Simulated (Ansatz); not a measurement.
`F[SiH2]C(F)S` + HCl → `F[SiH2]C(F)Cl` + H₂S  (substitution at a C–S bond)

Calculated with Ansatz (gas phase, PBE0-D4/def2-TZVP geometries, no zero-point term in ΔE). CCSD(T)/CBS is the MP2 limit (def2-TZVPP, def2-QZVPP) plus CCSD(T) − MP2 in def2-TZVPP, frozen cores. This one scheme is used for every species. DFT in def2-TZVPP. B3LYP here is the variant with VWN-RPA as its local correlation; programs differ in this. Each species was taken in one conformer, which may not be the lowest.

(1) Is it downhill or uphill in electronic energy at CCSD(T)/CBS, and by how much? (An estimate is asked.)

(2) What do these levels give: PBE-D4, PBE0-D4, ωB97X-V, B2PLYP, PBE, r2SCAN, B3LYP, HF/def2-TZVPP, SCS-MP2/def2-TZVPP, CCSD/def2-TZVPP, HF/def2-QZVPP, CCSD/CBS(def2)? (Estimate.)

Largest T1 diagnostic among the species: 0.012.

## Answers

(1) Computed: Uphill: ΔE = +20.7 kJ/mol.

(2) The calculation gave: PBE-D4 21.3, PBE0-D4 21.0, ωB97X-V 18.2, B2PLYP 18.0, PBE 19.4, r2SCAN 19.5, B3LYP 15.8, HF/def2-TZVPP 11.2, SCS-MP2/def2-TZVPP 18.9, CCSD/def2-TZVPP 18.9, HF/def2-QZVPP 11.2, CCSD/CBS(def2) 19.7 kJ/mol.

The D4 term adds +3.0 kJ/mol with B3LYP and +1.6 kJ/mol with PBE0; it sums over pairs of atoms, weighted by their polarisabilities, and B3LYP, whose exchange is more repulsive, gets the larger term. In def2-TZVPP, CCSD(T) changes the Hartree–Fock value by +8.8 kJ/mol (the triples alone add +1.0 kJ/mol) and MP2 by +10.7 kJ/mol.
